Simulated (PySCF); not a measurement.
Molecule: Sn(H)(Cl)2(NH2), SMILES [Cl][SnH]([Cl])[NH2] (H₃Cl₂NSn). Atoms near the plane z = 0.0 Å, at the CAM-B3LYP/def2-SVP optimised geometry (x, y, z in Å): Sn1 (-0.8, -0.7, 0.0), N2 (1.2, -0.7, 0.0), Cl3 (-1.4, 1.6, 0.0), H6 (1.7, -0.1, -0.7), H7 (1.7, -1.6, 0.1).

Level of theory: CAM-B3LYP/def2-TZVP, def2 effective core potentials past Kr in PySCF. The core electrons that the potentials of Sn replace are not part of the density. Cells within 0.4 Å of a nucleus heavier than hydrogen are left out (blank, or x). The values are rescaled to run from 0 to 1.

```
|55555555555555555555555555555|
|55555555555555555555555555555|
|55555556666655555555555555555|
|55555666666665555555555555555|
|55555667777665555555555555555|
|55556667887665555555555555555|
|55556678998655555555555555555|
|55555667987545555555555555555|
|55555555xxx334555555555555555|
|55555543xxx124455555555555555|
|55555432000134555555555555555|
|55555443211345555555555555555|
|55555554445566665555555555555|
|55555566677788765445556555555|
|55555667888788764334566655555|
|55556678994x377520x4666665555|
|5555667898xxx5641xxx666665555|
|5555567898xxx5641xxx666665555|
|55555667886457752114666665555|
|55555566788888754335666665555|
|55555555677887665455666665555|
|55555555566777665556666665555|
|55544445555666655556666655555|
|55544444555555555555665555555|
|55554444555555555555555555555|
|55555545555555555555555555555|
|55555555555555555555555555555|
|55555555555555555555555555555|
|55555555555555555555555555555|
```
Scale: ten equal steps from 0.000 (start of '0') to 1.00 (end of '9'), in the order '0123456789'; x runs from -4.00 to 4.00, y from -4.00 (bottom) to 4.00 (top).

Problem. Which quantity is mapped?
A. deformation density (molecule minus spherical neutral atoms)
B. electrostatic potential
C. electron localisation function
D. an orbital amplitude

Solution. D, an orbital amplitude. In full: LUMO amplitude (bohr^(-3/2)).
